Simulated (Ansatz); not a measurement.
```yaml
crystal:
  periodic: [false, false, false]
  atoms:
    - {symbol: Li, position_ang: [-1.618689, 0.380464, 0.311914]}
    - {symbol: Li, position_ang: [0.423654, -1.336233, -0.484092]}
    - {symbol: Li, position_ang: [0.662960, 1.175795, 0.905556]}
    - {symbol: Li, position_ang: [-0.349202, -1.153407, 2.001393]}
    - {symbol: Li, position_ang: [0.227399, 0.840409, -2.312543]}
    - {symbol: H, position_ang: [-0.433615, 1.620681, -0.890205]}
    - {symbol: H, position_ang: [-1.027898, 0.691380, 1.656529]}
    - {symbol: H, position_ang: [0.770475, -0.819592, -2.203948]}
    - {symbol: H, position_ang: [1.495302, -0.572807, 0.902094]}
    - {symbol: H, position_ang: [-0.860494, -1.637738, 0.005250]}
basis:
  gaussian: {orbitals: def2-TZVP}
total_charge: -1
magnetization: {spin_polarized: false, initial_magnetization: 1}
hamiltonian: {xc: {name: PBE0}}
scf: {omitted_lower_state_checks: [starts]}
output: {forces: true}
```

```sh
$ ansatz run in.yaml --threads 4 --pin off --events-out ev --progress --plain --max-ram 3916MiB
```

Shortened log:

```
Functional definition: PBE0
865 factors; their error is unknown
mean field evaluation 1: about -1099.9301 eV, gradient 1.9e1 eV
mean field evaluation 2: about -1101.2933 eV, gradient 1.1e1 eV
mean field evaluation 4: about -1102.0373 eV, gradient 2.0e0 eV
mean field evaluation 8: about -1102.0819 eV, gradient 2.9e-1 eV
mean field evaluation 16: about -1102.0822 eV, gradient 6.7e-4 eV
mean field -1102.08216313 eV, -40.5007724769 hartree, gradient 3.1e-6 eV, S^2 0.750000; 0 other end points of the search recorded, 0 dependent functions left out
reference -1102.08220609 eV, -40.5007740557 hartree; 11, 10 occupied and 89, 90 virtual orbitals, 865 factors
Total energy: -1102.08220609 eV, -40.5007740557 hartree
Atom 0 at    -1.618689     0.380464     0.311914 Å, force    -0.239220    -0.504812    -1.469302 eV/Å
Atom 1 at     0.423654    -1.336233    -0.484092 Å, force     2.330533     0.449744    -1.112891 eV/Å
Atom 2 at     0.662960     1.175795     0.905556 Å, force    -0.273642    -0.471590    -0.164506 eV/Å
Atom 3 at    -0.349202    -1.153407     2.001393 Å, force     0.095399     0.169149    -0.306482 eV/Å
Atom 4 at     0.227399     0.840409    -2.312543 Å, force     0.049051    -0.351883     0.251926 eV/Å
Atom 5 at    -0.433615     1.620681    -0.890205 Å, force    -0.016881    -0.133732     0.406753 eV/Å
Atom 6 at    -1.027898     0.691380     1.656529 Å, force     0.812763     0.178785     1.127108 eV/Å
Atom 7 at     0.770475    -0.819592    -2.203948 Å, force    -0.010865     0.181089    -0.126481 eV/Å
Atom 8 at     1.495302    -0.572807     0.902094 Å, force    -0.469325     0.336708     0.104669 eV/Å
Atom 9 at    -0.860494    -1.637738     0.005250 Å, force    -2.277813     0.146542     1.289205 eV/Å
Dipole moment:    -0.117476     1.117865    -0.718051 e Å
Checks for a lower state left out: starts
```

Hardware: 4 threads of Arm Neoverse V2 on a shared host. Wall time 1.4 s.

The highest occupied level of an anion often lies above zero with these methods, and sets without diffuse functions describe the outer electron poorly.

With spin_polarized false and unpaired electrons the run is restricted open-shell.

The dipole of an ion depends on the origin.
